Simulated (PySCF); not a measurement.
Mn (manganese, neutral) across methods

[Ar] 3d4 4s2 4p1, one real determinant (an excited configuration). All numbers are calculated (PySCF 2.14, scalar relativity by spin-free X2C-1e, in ANO-RCC-VTZP (6s5p3d2f1g, 59 functions)).

```
method  E (hartree)  mean ε 4s α (eV)  mean ε 4s β (eV)  mean ε 4p α (eV)  Σ⟨r²⟩ (bohr²)   ⟨S²⟩
PBEsol    -1156.839            -7.428            -5.977            -2.805          46.07  8.758
r2SCAN    -1158.194            -7.700            -6.047            -3.097          46.44  8.769
M06-2X    -1158.258            -8.990            -7.646            -4.185          46.35  8.773
   PBE    -1157.988            -7.395            -5.979            -2.830          46.16  8.757
   UHF  -1157.09405           -10.592            -7.872            -5.356          47.39  8.862
  PBE0    -1158.020            -8.376            -6.720            -3.655          46.27  8.760
  MN15    -1158.858            -8.665            -7.384            -3.737          46.19  8.755
```

Question: Estimate the same row for LDA.

Answer: E (hartree) = -1155.783; mean ε 4s α (eV) = -7.559; mean ε 4s β (eV) = -6.178; mean ε 4p α (eV) = -2.802; Σ⟨r²⟩ (bohr²) = 45.83; ⟨S²⟩ = 8.757.

⟨L²⟩ = 8.02 against 12 for a pure F term, so this real determinant mixes terms.
